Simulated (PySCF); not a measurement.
C₄H₂BrCl.

```xyz
8

C      0.5820     3.2765     0.0000
C      0.9367     2.1150     0.0000
C      1.3923     0.7740     0.0000
C      0.5956    -0.3158     0.0000
Cl     1.2557    -1.9141     0.0000
Br    -1.2891    -0.2130     0.0000
H      0.2572     4.2998     0.0000
H      2.4730     0.5975     0.0000
```
Charge 0, spin multiplicity 1.

Coordinates come from a B3LYP-D3(BJ)/def2-SVP optimisation. The structure was generated by enumeration; whether it is a known compound was not checked.

Method: PBE/pcSseg-1 run with PySCF. Non-relativistic, no solvent.

Give the absolute GIAO shielding of each atom: isotropic value and principal components (ppm). (An estimate is asked for; the answer gives what the named calculation found.)


```
atom  σ(iso)     σ11     σ22     σ33    span
----  ------  ------  ------  ------  ------
C1      83.9    28.7    43.4   179.7   151.0
C2      96.9     0.2     5.8   284.7   284.5
C3      62.1   -29.8    92.6   123.4   153.2
C4      21.7   -59.0    59.6    64.3   123.3
Cl5    525.2   344.5   345.0   886.1   541.6
Br6   1628.8  1030.8  1240.8  2614.9  1584.1
H7      27.6    24.2    24.6    34.2    10.0
H8      25.2    21.3    24.9    29.6     8.3
```
